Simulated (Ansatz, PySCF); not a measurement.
Cl4Se, SMILES Cl[Se+](Cl)(Cl)Cl, charge +1, multiplicity 2. Atoms are numbered in the order given.

```xyz
5

Se     0.0000     0.0000    -0.1486
Cl     0.0000     2.1152    -0.9919
Cl     0.0000    -2.1152    -0.9919
Cl     1.6840     0.0000     1.1919
Cl    -1.6840     0.0000     1.1919
```
Charge +1, spin multiplicity 2.

Geometry: B3LYP-D3(BJ)/def2-SVP.

Two levels are set side by side: PBE-D3(BJ)/def2-SVP (Ansatz, a first-principles code) and B3LYP-D3(BJ)/def2-SVP (Ansatz). Each level has its own optimised geometry; the coordinates shown are those of the second. Frequencies come from the Hessian of PySCF at each geometry. Differences are taken from unrounded values.

```
quantity                            B3LYP-D3(BJ)  PBE-D3(BJ)  PBE-D3(BJ) minus B3LYP-D3(BJ)
----------------------------------  ------------  ----------  -----------------------------
mean bond length (Å)                       2.215       2.215                          0.000
bond Se1–Cl2 (Å)                           2.277       2.215                         -0.062
bond Se1–Cl3 (Å)                           2.277       2.215                         -0.062
bond Se1–Cl4 (Å)                           2.152       2.215                          0.062
bond Se1–Cl5 (Å)                           2.152       2.215                          0.062
highest harmonic wavenumber (cm⁻¹)           400         347                            -53
mean harmonic wavenumber (cm⁻¹)              202         192                             -9
zero-point energy (kcal/mol)                2.60        2.48                          -0.12
```
